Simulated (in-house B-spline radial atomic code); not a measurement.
Results of a calculation; reference values are marked as such.
# Be ion on C atom: potential, deflection and energy transfer

The pair potential comes from two frozen, spherical free-atom densities (PBE, B-spline radial code, scalar-relativistic past argon): electrostatics plus the change in Thomas-Fermi kinetic and Dirac exchange energy where they overlap, the recipe behind the universal ZBL potential, which averages such potentials (from solid-state densities) over many pairs. It is written V = (Z1 Z2 e²/r) φ(r/a), with e² = 14.3996 eV·Å and a = 0.46850 Å/(Z1^0.23 + Z2^0.23); ZBL's fit is φ = 0.18175 e^(−3.1998x) + 0.50986 e^(−0.94229x) + 0.28022 e^(−0.4029x) + 0.02817 e^(−0.20162x). Where φ falls below 4e-4 it is continued as an exponential.

Masses 9.01 and 12.01 u.

| x = r/a | φ, this pair | φ, ZBL |
| --- | --- | --- |
| 0.1 | 0.9178 | 0.8928 |
| 0.5 | 0.6595 | 0.6096 |
| 1.5 | 0.3478 | 0.2995 |
| 3 | 0.1649 | 0.1292 |
| 5 | 0.06987 | 0.05224 |
| 8 | 0.01645 | 0.01705 |
| 12 | 0.002916 | 0.00474 |

(1) At x = 4 the electrostatic, kinetic and exchange parts are 24.06, 42.97 and -9.5 eV. Find r, V and φ.

(2) The ion comes in at 0.3725 keV with impact parameter 0.3247 Å. The scattering integral gives a centre-of-mass angle of 63.7° and a closest approach of 2.992 a. What are the reduced energy, the energy passed on and the laboratory angles?

Answers

(1) a = 0.46850/(1.3755 + 1.5100) = 0.16236 Å, so r = 0.64945 Å. V = 24.06 + 42.97 + (-9.5) = 57.53 eV. The bare repulsion is 4 × 6 × 14.3996/0.64945 = 532.13 eV, so φ = 0.1081, +34.7 % against ZBL's 0.0803. The kinetic (Pauli) term is 75 % of V here.

(2) ε = E a M2/(Z1 Z2 e² (M1 + M2)) = 372.5 × 2.6843e-04 = 0.1. The most that one collision can pass on is γE with γ = 4 M1 M2/(M1 + M2)² = 0.9796. Here T = γE sin²(θ/2) = 0.9796 × 372.5 × 0.2784 = 101.6 eV. The ion turns by arctan(sin θ/(cos θ + M1/M2)) = 36.9°, and the struck atom leaves at (180° − θ)/2 = 58.2°. The closest approach is 0.486 Å. With ZBL the angle would be 57.39° and T = 84.14 eV.
